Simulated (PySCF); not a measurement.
# Basis-set dependence of GeB at MP2

PySCF, UHF reference; quartet, unpaired electrons σ ↑, π ↑↑; De to Ge + B without counterpoise correction. Frozen cores follow the default of each basis and core potential.

```csv
basis,relativity,functions,Re (Å),ωe (cm⁻¹),De (eV),frozen orbitals
cc-pVDZ-PP/cc-pVDZ,scalar-relativistic core potentials,37,1.999,667,2.80,5
x2c-SVPall,spin-free X2C,46,1.974,666,2.92,10
aug-cc-pVDZ-PP/aug-cc-pVDZ,scalar-relativistic core potentials,55,2.000,664,2.84,5
def2-TZVPP,no relativity,79,1.977,664,3.04,10
def2-TZVPPD,no relativity,91,1.977,663,3.05,10
```

(1) How does each smaller set differ from the one with most functions, def2-TZVPPD?

Correlated steps freeze the inner cores (5 to 10 orbitals); shallow outer-core shells are correlated. Correlated levels converge slowly with the basis: in double zeta they bind strong bonds too weakly, by up to about 1 eV, and carry superposition errors of some tenths. Spin–orbit coupling is left out. The state was picked by a PBE0 search and need not be the measured ground state.

Answers

(1) cc-pVDZ-PP/cc-pVDZ: +2.2 pm, +0.6 % in ωe, -0.25 eV in De; x2c-SVPall: -0.3 pm, +0.5 % in ωe, -0.13 eV in De; aug-cc-pVDZ-PP/aug-cc-pVDZ: +2.3 pm, +0.2 % in ωe, -0.21 eV in De; def2-TZVPP: +0.0 pm, +0.2 % in ωe, -0.01 eV in De. All at MP2; the set with most functions is neither the basis-set limit nor always the best. The rows treat relativity differently, so the differences are not basis effects alone.
